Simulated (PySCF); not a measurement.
C4H12Ge (SMILES C[C](C)(C)[GeH3]), singlet, at a GFN2-xTB geometry; CAMB3LYP/6-31G (PySCF).

The PySCF input:
```python
from pyscf import gto, scf, dft

mol = gto.Mole()
mol.atom = '''
    Ge    0.46067749    1.06204801    0.12669895
    C    -0.33250695   -0.76656304   -0.09144853
    C    -0.54526840   -1.38912251    1.28414072
    C     0.62092744   -1.63364519   -0.90644850
    C    -1.66922811   -0.65105376   -0.81596744
    H     1.77325686    1.02052520    0.84917919
    H     0.71116687    1.72497062   -1.19404141
    H    -0.43786689    1.97264572    0.90772151
    H    -0.97730640   -2.38574086    1.19286179
    H     0.40123205   -1.47487690    1.81709018
    H    -1.22068345   -0.77771783    1.88185265
    H     1.58399317   -1.72153951   -0.40441293
    H     0.78683792   -1.19965205   -1.89203244
    H     0.21215454   -2.63544972   -1.03884633
    H    -1.53507939   -0.20214585   -1.79970853
    H    -2.36130886   -0.03026137   -0.24773062
    H    -2.12162005   -1.63398667   -0.94795695
'''
mol.basis = '6-31g'
mol.verbose = 4
mol.build()

mf = dft.RKS(mol)
mf.xc = 'camb3lyp'
mf.init_guess = 'mod_huckel'
mf.kernel()
mf.analyze()
```

Output, abridged:

```
PySCF version 2.14.0

[INPUT] verbose = 4
[INPUT] num. atoms = 17
[INPUT] num. electrons = 68
[INPUT] charge = 0
[INPUT] spin (= nelec alpha-beta = 2S) = 0
[INPUT] symmetry False subgroup None
[INPUT] Mole.unit = angstrom
[INPUT] Symbol           X                Y                Z      unit          X                Y                Z       unit  Magmom
[INPUT]  1 Ge     0.460677490000   1.062048010000   0.126698950000 AA    0.870554287852   2.006979870039   0.239426315770 Bohr   0.0
[INPUT]  2 C     -0.332506950000  -0.766563040000  -0.091448530000 AA   -0.628347070014  -1.448594202814  -0.172812676194 Bohr   0.0
[INPUT]  3 C     -0.545268400000  -1.389122510000   1.284140720000 AA   -1.030407940380  -2.625061097368   2.426674266202 Bohr   0.0
[INPUT]  4 C      0.620927440000  -1.633645190000  -0.906448500000 AA    1.173382804827  -3.087141993813  -1.712939411023 Bohr   0.0
[INPUT]  5 C     -1.669228110000  -0.651053760000  -0.815967440000 AA   -3.154383967325  -1.230313298768  -1.541954988162 Bohr   0.0
[INPUT]  6 H      1.773256860000   1.020525200000   0.849179190000 AA    3.350969813906   1.928513131217   1.604716099780 Bohr   0.0
[INPUT]  7 H      0.711166870000   1.724970620000  -1.194041410000 AA    1.343910613164   3.259722044721  -2.256411246290 Bohr   0.0
[INPUT]  8 H     -0.437866890000   1.972645720000   0.907721510000 AA   -0.827448501115   3.727760151595   1.715345051277 Bohr   0.0
[INPUT]  9 H     -0.977306400000  -2.385740860000   1.192861790000 AA   -1.846841435785  -4.508396829584   2.254182087558 Bohr   0.0
[INPUT] 10 H      0.401232050000  -1.474876900000   1.817090180000 AA    0.758218686898  -2.787113408448   3.433802783837 Bohr   0.0
[INPUT] 11 H     -1.220683450000  -0.777717830000   1.881852650000 AA   -2.306757405289  -1.469673700891   3.556186115287 Bohr   0.0
[INPUT] 12 H      1.583993170000  -1.721539510000  -0.404412930000 AA    2.993313274482  -3.253238186518  -0.764229678933 Bohr   0.0
[INPUT] 13 H      0.786837920000  -1.199652050000  -1.892032440000 AA    1.486908173222  -2.267013819273  -3.575423130393 Bohr   0.0
[INPUT] 14 H      0.212154540000  -2.635449720000  -1.038846330000 AA    0.400913976683  -4.980278185862  -1.963135049210 Bohr   0.0
[INPUT] 15 H     -1.535079390000  -0.202145850000  -1.799708530000 AA   -2.900879626564  -0.382000293717  -3.400956225744 Bohr   0.0
[INPUT] 16 H     -2.361308860000  -0.030261370000  -0.247730620000 AA   -4.462227040909  -0.057185701454  -0.468143024469 Bohr   0.0
[INPUT] 17 H     -2.121620050000  -1.633986670000  -0.947956950000 AA   -4.009280834886  -3.087787297490  -1.791379013378 Bohr   0.0

nuclear repulsion = 378.205977733356
number of shells = 55
number of NR pGTOs = 226
number of NR cGTOs = 87
basis = 6-31g
ecp = {}

******** <class 'pyscf.dft.rks.RKS'> ********
method = RKS
initial guess = mod_huckel
damping factor = 0
level_shift factor = 0
DIIS = <class 'pyscf.scf.diis.CDIIS'>
diis_start_cycle = 1
diis_space = 8
diis_damp = 0
SCF conv_tol = 1e-09
SCF conv_tol_grad = None
SCF max_cycles = 50
direct_scf = True
direct_scf_tol = 1e-13
XC library pyscf.dft.libxc version 7.1.2
    S. Lehtola, C. Steigemann, M. J. T. Oliveira, and M. A. L. Marques,  SoftwareX 7, 1–5 (2018)
XC functionals = camb3lyp
    T. Yanai, D. P. Tew, and N. C. Handy,  Chem. Phys. Lett. 393, 51 (2004)
radial grids:
    Treutler-Ahlrichs [JCP 102, 346 (1995); DOI:10.1063/1.469408] (M4) radial grids

becke partition: Becke, JCP 88, 2547 (1988); DOI:10.1063/1.454033
pruning grids: <function nwchem_prune>
grids dens level: 3
symmetrized grids: False
atomic radii adjust function: <function treutler_atomic_radii_adjust>
small_rho_cutoff = 0
Set gradient conv threshold to 3.16228e-05
Initial guess from on-the-fly Huckel, doi:10.1021/acs.jctc.8b01089,
employing the updated GWH rule from doi:10.1021/ja00480a005.
Spherically averaged atomic HF for {'Ge', 'C', 'H'}

******** <class 'pyscf.scf.atom_hf.AtomSphAverageRHF'> ********
method = AtomSphAverageRHF
initial guess = minao
damping factor = 0
level_shift factor = 0
DIIS = <class 'pyscf.scf.diis.CDIIS'>
diis_start_cycle = 1
diis_space = 8
diis_damp = 0
SCF conv_tol = 1e-09
SCF conv_tol_grad = None
SCF max_cycles = 50
direct_scf = True
direct_scf_tol = 1e-13
atom = Ge
Set gradient conv threshold to 3.16228e-05
Initial guess from minao.
init E= -2074.07868443981
cycle= 1 E= -2074.77598482519  delta_E= -0.697  |g|=    0  |ddm|= 0.572
cycle= 2 E= -2074.77646482022  delta_E= -0.00048  |g|=    0  |ddm|= 0.0371
cycle= 3 E= -2074.7765787521  delta_E= -0.000114  |g|=    0  |ddm|= 0.0124
cycle= 4 E= -2074.77657931772  delta_E= -5.66e-07  |g|=    0  |ddm|= 0.00199
cycle= 5 E= -2074.77657933897  delta_E= -2.13e-08  |g|=    0  |ddm|= 0.0006
cycle= 6 E= -2074.77657933967  delta_E= -7.01e-10  |g|=    0  |ddm|= 0.000173
Extra cycle  E= -2074.77657933967  delta_E= -2.73e-12  |g|=    0  |ddm|= 5.48e-06
Atomic HF for atom  Ge  converged. SCF energy = -2074.77657933967

******** <class 'pyscf.scf.atom_hf.AtomSphAverageRHF'> ********
method = AtomSphAverageRHF
initial guess = minao
damping factor = 0
level_shift factor = 0
DIIS = <class 'pyscf.scf.diis.CDIIS'>
diis_start_cycle = 1
diis_space = 8
diis_damp = 0
SCF conv_tol = 1e-09
SCF conv_tol_grad = None
SCF max_cycles = 50
direct_scf = True
direct_scf_tol = 1e-13
atom = C
Set gradient conv threshold to 3.16228e-05
Initial guess from minao.
init E= -37.2760277011609
cycle= 1 E= -37.3124925813144  delta_E= -0.0365  |g|=    0  |ddm|= 0.352
cycle= 2 E= -37.3151528640331  delta_E= -0.00266  |g|=    0  |ddm|= 0.13
cycle= 3 E= -37.3153722895858  delta_E= -0.000219  |g|=    0  |ddm|= 0.0234
cycle= 4 E= -37.3153754157194  delta_E= -3.13e-06  |g|=    0  |ddm|= 0.00545
cycle= 5 E= -37.3153754158137  delta_E= -9.42e-11  |g|=    0  |ddm|= 1.35e-05
Extra cycle  E= -37.3153754158138  delta_E= -1.28e-13  |g|=    0  |ddm|= 1.01e-06
Atomic HF for atom  C  converged. SCF energy = -37.3153754158138

******** 1 electron system ********
Atomic HF for atom  H  converged. SCF energy = -0.49823291072907

  HOMO = -0.139549949161743  LUMO = 0.42682580052662  gap/eV = 15.41187
tot grids = 194808
init E= -2234.15406292034
  HOMO = -0.50793674696774  LUMO = -0.164723632590406  gap/eV = 9.33930
cycle= 1 E= -2235.19012258542  delta_E= -1.04  |g|=    2  |ddm|= 4.08
  HOMO = 0.0142155694551673  LUMO = 0.129503125912923  gap/eV = 3.13713
cycle= 2 E= -2235.08731066205  delta_E= 0.103  |g|= 1.99  |ddm|=  4.3
  HOMO = -0.344263548979355  LUMO = 0.0624324002515828  gap/eV = 11.06676
cycle= 3 E= -2236.24314823723  delta_E= -1.16  |g|= 0.229  |ddm|= 2.97
  HOMO = -0.316785775723471  LUMO = 0.0783301682586037  gap/eV = 10.75165
cycle= 4 E= -2236.2539601274  delta_E= -0.0108  |g|= 0.115  |ddm|= 0.327
  HOMO = -0.326836584977586  LUMO = 0.0779558057894802  gap/eV = 11.01496
cycle= 5 E= -2236.25718082264  delta_E= -0.00322  |g|= 0.00742  |ddm|= 0.103
  HOMO = -0.326351589046542  LUMO = 0.0794267596802798  gap/eV = 11.04179
cycle= 6 E= -2236.25719993335  delta_E= -1.91e-05  |g|= 0.00161  |ddm|= 0.0161
  HOMO = -0.326668256964028  LUMO = 0.0792329529250302  gap/eV = 11.04513
cycle= 7 E= -2236.2572008151  delta_E= -8.82e-07  |g|= 0.000326  |ddm|= 0.00396
  HOMO = -0.326681012450068  LUMO = 0.0792004450171548  gap/eV = 11.04460
cycle= 8 E= -2236.25720083474  delta_E= -1.96e-08  |g|= 0.000135  |ddm|= 0.000545
  HOMO = -0.326659602993131  LUMO = 0.0792126018671002  gap/eV = 11.04435
cycle= 9 E= -2236.25720083781  delta_E= -3.07e-09  |g|= 1.63e-05  |ddm|= 0.000195
  HOMO = -0.326661916802248  LUMO = 0.0792124504036305  gap/eV = 11.04440
cycle= 10 E= -2236.25720083791  delta_E= -9.37e-11  |g|= 2.14e-06  |ddm|= 4.34e-05
  HOMO = -0.326661757649305  LUMO = 0.0792125955435927  gap/eV = 11.04440
Extra cycle  E= -2236.25720083791  delta_E= -4.55e-13  |g|= 1.37e-06  |ddm|= 7.25e-06
converged SCF energy = -2236.25720083791
**** SCF Summaries ****
Total Energy =                       -2236.257200837908840
Nuclear Repulsion Energy =             378.205977733356178
One-electron Energy =                -3860.612398855358151
Two-electron Energy =                 1246.149220284093190
Two-electron Coulomb Energy =         1351.500879638987954
DFT Exchange-Correlation Energy =     -105.351659354894849
HOMO-LUMO gap [eV] =                    11.044403700349751
**** MO energy ****
MO #1   energy= -398.719680397199  occ= 2
MO #2   energy= -49.7922107755313  occ= 2
MO #3   energy= -44.3176486407279  occ= 2
MO #4   energy= -44.317648595853   occ= 2
MO #5   energy= -44.3175750695537  occ= 2
MO #6   energy= -10.2648338497714  occ= 2
MO #7   energy= -10.240141474145   occ= 2
MO #8   energy= -10.2401394698118  occ= 2
MO #9   energy= -10.2400946210857  occ= 2
MO #10  energy= -6.24487603434494  occ= 2
MO #11  energy= -4.41865938262386  occ= 2
MO #12  energy= -4.41865919123038  occ= 2
MO #13  energy= -4.41765939429904  occ= 2
MO #14  energy= -1.2233821872154   occ= 2
MO #15  energy= -1.22338048976276  occ= 2
MO #16  energy= -1.22195776188507  occ= 2
MO #17  energy= -1.21880626272403  occ= 2
MO #18  energy= -1.21880563910745  occ= 2
MO #19  energy= -0.893799363955459 occ= 2
MO #20  energy= -0.768861515553126 occ= 2
MO #21  energy= -0.768860892357344 occ= 2
MO #22  energy= -0.655209540474384 occ= 2
MO #23  energy= -0.592955964185975 occ= 2
MO #24  energy= -0.515314246635334 occ= 2
MO #25  energy= -0.508223984018609 occ= 2
MO #26  energy= -0.508222217377816 occ= 2
MO #27  energy= -0.458030868046112 occ= 2
MO #28  energy= -0.458029561568856 occ= 2
MO #29  energy= -0.430613703593145 occ= 2
MO #30  energy= -0.395589757950686 occ= 2
MO #31  energy= -0.395589357345583 occ= 2
MO #32  energy= -0.386014187623272 occ= 2
MO #33  energy= -0.386014130423201 occ= 2
MO #34  energy= -0.326661757649305 occ= 2
MO #35  energy= 0.0792125955435927 occ= 0
MO #36  energy= 0.123259751827484  occ= 0
MO #37  energy= 0.126441773986472  occ= 0
MO #38  energy= 0.126443987868892  occ= 0
MO #39  energy= 0.19023724410647   occ= 0
MO #40  energy= 0.193891043836549  occ= 0
MO #41  energy= 0.19389333635594   occ= 0
MO #42  energy= 0.195569318239738  occ= 0
 ** Mulliken pop on meta-lowdin orthogonal AOs  **
 ** Mulliken pop  **
 ** Mulliken atomic charges  **
charge of    0Ge =      0.29252
charge of    1C =     -0.08174
charge of    2C =     -0.32071
charge of    3C =     -0.32071
charge of    4C =     -0.32071
charge of    5H =     -0.05808
charge of    6H =     -0.05808
charge of    7H =     -0.05808
charge of    8H =      0.10215
charge of    9H =      0.10322
charge of   10H =      0.10315
charge of   11H =      0.10315
charge of   12H =      0.10322
charge of   13H =      0.10215
charge of   14H =      0.10315
charge of   15H =      0.10323
charge of   16H =      0.10215
Dipole moment(X, Y, Z, Debye): -0.33017, -0.76116, -0.09075
```
